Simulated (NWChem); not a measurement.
System: InH$_{2}$F; SMILES [InH2][F]

Program: NWChem. Geometry: optimised at PBE0/def2-SVP. No frequency run checked for a minimum. def2 effective core potentials on In; no spin-orbit coupling.

Diagonal of the polarisability tensor at B3LYP/def2-SVPD, static: 28.98, 43.93, 37.47 bohr³.

**Question.** Find the mean polarisability volume, the molar refraction, and the refractive index that an ideal gas of it would have at 273.15 K and 1 atm.

**Answer.** 
1. Mean: one third of the trace = 36.80 bohr³ × 0.14818 Å³/bohr³ = 5.45 Å³.
2. Molar refraction (Lorentz-Lorenz): (4π/3) N_A α = 13.8 cm³/mol.
3. Number density p/kT = 2.687 × 10⁻⁵ Å⁻³; n − 1 = 2π N α = 9.20 × 10⁻⁴.
4. These hold the electronic response alone: vibrational and orientational terms add to the static dielectric constant.
